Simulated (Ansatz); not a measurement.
The cluster Ge₂H₂, relaxed as a quintet with UKS r2SCAN-D4/def2-TZVP in Ansatz, starting from the r2SCAN-D4/def2-TZVP geometry of the neutral singlet. Force threshold 0.02 eV/Å.

At r2SCAN-D4/def2-TZVP a singlet of charge 0 lies 4.01 eV below the quintet, each at its own geometry. The structure comes from a short search, and lower isomers may exist.

Start:

```csv
atom,x (Å),y (Å),z (Å)
Ge1,0.735,-0.984,-0.200
Ge2,-0.938,0.648,-0.497
H3,-0.575,-0.438,0.838
H4,0.779,0.773,-0.140
```

```csv
step,energy (eV),largest force component (eV/Å),SCF passes
1,-113062.0510,3.312,35
2,-113063.0215,0.562,35
3,-113063.2346,0.721,37
4,-113063.2900,0.114,34
5,-113063.2910,0.003,35
```

Force components are those of the run's own axes.

End:

```xyz
4

Ge    0.973   -0.949    0.172
Ge   -0.973    0.949   -0.173
H    -0.746   -0.667    0.539
H     0.746    0.667   -0.539
```

By distances, no bond broke or formed. The bond that changes most is Ge1–Ge2, from 2.36 to 2.74 Å (atoms count from 1).

No frequencies were taken in this run, so the end may be a saddle point.

Hardware: 4 threads of Arm Neoverse V2 on a shared host. Wall time 15 s.
